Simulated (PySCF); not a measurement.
Polarisability and C₆ of Cs(34+) (caesium, charge +34)

[Ar] 3d3, high-spin 4F determinant. Calculation: PySCF 2.14, in an uncontracted even-tempered set (18 s from 5.3 bohr⁻², ratio 2.5; 12 p from 6.9 bohr⁻², ratio 2.5; 8 d from 6.9 bohr⁻², ratio 2.5; 4 f from 26 bohr⁻², ratio 2.7; 3 g from 39 bohr⁻², ratio 2.7); scalar relativity by spin-free X2C-1e. Coupled (time-dependent) response in atomic units; α is the mean over directions.

| method | mean α (bohr³) | C₆ (like pair) | S(−4) |
| --- | --- | --- | --- |
| PBE0 | 0.01220 | 0.001762 | 9.601e-05 |

S(−4) is the Cauchy moment in α(ω) = α(0) + S(−4) ω² + …

Spin-orbit coupling is absent.

α(iu) at PBE0:

```json
{"u (hartree)": "0", "α(iu) (bohr³)": "0.01219"}
{"u (hartree)": "2.00", "α(iu) (bohr³)": "0.01183"}
{"u (hartree)": "4.00", "α(iu) (bohr³)": "0.01088"}
{"u (hartree)": "8.00", "α(iu) (bohr³)": "0.008502"}
{"u (hartree)": "12.0", "α(iu) (bohr³)": "0.006623"}
{"u (hartree)": "16.0", "α(iu) (bohr³)": "0.005378"}
{"u (hartree)": "20.0", "α(iu) (bohr³)": "0.004548"}
{"u (hartree)": "30.0", "α(iu) (bohr³)": "0.003337"}
{"u (hartree)": "40.0", "α(iu) (bohr³)": "0.002634"}
{"u (hartree)": "60.0", "α(iu) (bohr³)": "0.001781"}
{"u (hartree)": "100", "α(iu) (bohr³)": "0.0009565"}
```

A single London oscillator, α(iu) = α/(1 + u²/ω²), gives C₆ = (3/4) ω α². Matching the computed C₆ needs ω = 4 × 0.001762 / (3 × 0.01220²) = 15.8 hartree.

For an ion, C₆ is the dispersion term alone; charge-induced terms of lower order in 1/R come first.

Spin-orbit coupling, absent here, splits the open shell strongly.
